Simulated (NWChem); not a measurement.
# C$_{2}$H$_{5}$BF$_{2}$O; SMILES OCCB(F)F

```xyz
11

O      0.1500     2.7153     0.0829
C     -0.4110     1.4193    -0.0744
C      0.6255     0.2970     0.0443
B      0.0398    -1.1579     0.0161
F     -1.2690    -1.3914     0.0236
F      0.8304    -2.2249    -0.0078
H      0.8012     2.8441    -0.6242
H     -0.9537     1.3341    -1.0297
H     -1.1563     1.3284     0.7215
H      1.1893     0.4263     0.9806
H      1.3804     0.3834    -0.7532
```
Atoms are numbered in this order, from 1.

Results from NWChem. Pople sets run with spherical d functions. Coordinates come from a B3LYP/6-31G* (spherical d) optimisation.

Question: Taking TPSS/6-311++G** as the yardstick, which of these has the fewest basis functions while keeping “highest occupied level (eV)” within 0.1 eV of it: TPSS/6-311G**; TPSS/3-21G; TPSS/6-31G*; TPSS/6-31+G*; TPSS/STO-3G?

Answer: TPSS/6-31+G* (a larger set in the list lies outside the tolerance).
```json
[
 {"level": "TPSS/STO-3G", "basis functions": "35", "highest occupied level (eV)": "-2.08", "relative time (rough)": "1"},
 {"level": "TPSS/3-21G", "basis functions": "64", "highest occupied level (eV)": "-5.55", "relative time (rough)": "1"},
 {"level": "TPSS/6-31G*", "basis functions": "94", "highest occupied level (eV)": "-5.98", "relative time (rough)": "3"},
 {"level": "TPSS/6-31+G*", "basis functions": "118", "highest occupied level (eV)": "-6.52", "relative time (rough)": "5"},
 {"level": "TPSS/6-311G**", "basis functions": "138", "highest occupied level (eV)": "-6.27", "relative time (rough)": "6"},
 {"level": "TPSS/6-311++G**", "basis functions": "167", "highest occupied level (eV)": "-6.59", "relative time (rough)": "10"}
]
```

The yardstick is one finite set, not the basis-set limit.
